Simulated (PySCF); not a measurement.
Compound: C6H3FN2.
Atom-mapped SMILES: `[CH:1]#[C:2][c:3]1[cH:4][n:5][n:6][cH:7][c:8]1[F:9]` (hydrogens: H10 on C1; H11 on C4; H12 on C7)

Computed, not measured: PySCF, TDDFT CAM-B3LYP/def2-SVPD, vertical, gas phase, core orbitals frozen in the response. Isolated species at its GFN2-xTB geometry, gas phase.

Frontier orbitals with the atoms that hold most of them (Löwdin shares over 4%, at most four atoms; ? is withheld):

```csv
orbital,ε (eV),atoms
LUMO+2,1.16,"C1 26%, C2 16%, C8 14%, C4 10%"
LUMO+1,-0.24,"C4 23%, N5 19%, C8 18%, C7 15%"
LUMO,-1.25,?
HOMO,-8.57,"N5 41%, N6 37%, C4 8%, C7 8%"
HOMO-1,-9.37,?
HOMO-2,-10.18,"C7 24%, N5 21%, C4 17%, C8 14%"
HOMO-3,-10.33,"C1 36%, C2 35%, N6 7%, C3 6%"
```

Task: Give the leading atoms of the LUMO.

Result: N6 (bonded to C and N) 20%; C3 (bonded to 3 C) 17%; C1 (bonded to C and H) 12%; C8 (bonded to 2 C and F) 11%. By element: carbon 41% or more, nitrogen 20% or more.

Task: Give the leading atoms of the HOMO-1.

Result: C1 (bonded to C and H) 26%; C2 (bonded to 2 C) 22%; C3 (bonded to 3 C) 14%; N6 (bonded to C and N) 10%. By element: carbon 62% or more, nitrogen 10% or more.

Task: The HOMO–LUMO gap is 7.32 eV. Where does the response calculation put the lowest singlet, and from which orbitals?

Result: S1 is at 3.53 eV (f = 0.0022), 3.79 eV below the gap, made of HOMO→LUMO (95%). Without the coupling terms of the response equations the lowest excitation would equal the gap.

Task: One configuration dominates each of S1, S2 and S4. Which, and how do the shares of the two leading atoms of either orbital change from the occupied to the empty one?

Result: 
- S1 (3.53 eV, f 0.0022), HOMO→LUMO (95%): N5 41% → at most 12%, N6 37% → 20%, C3 at most 8% → 17%
- S2 (4.26 eV, f 0.0009), HOMO→LUMO+1 (98%): N5 41% → 19%, N6 37% → at most 16%, C4 8% → 23%
- S4 (5.36 eV, f 0.228), HOMO-1→LUMO (77%): C1 26% → 12%, C2 22% → at most 12%, N6 10% → 20%, C3 14% → 17%

Löwdin shares depend on the basis, the more so with diffuse functions.

Time: 36 s (with the writing of density and orbital grids); peak memory 0.93 GiB. Hardware: one thread, Arm Neoverse V2 (aarch64), no GPU, shared host with 96 logical CPUs at a one-minute load of 35.
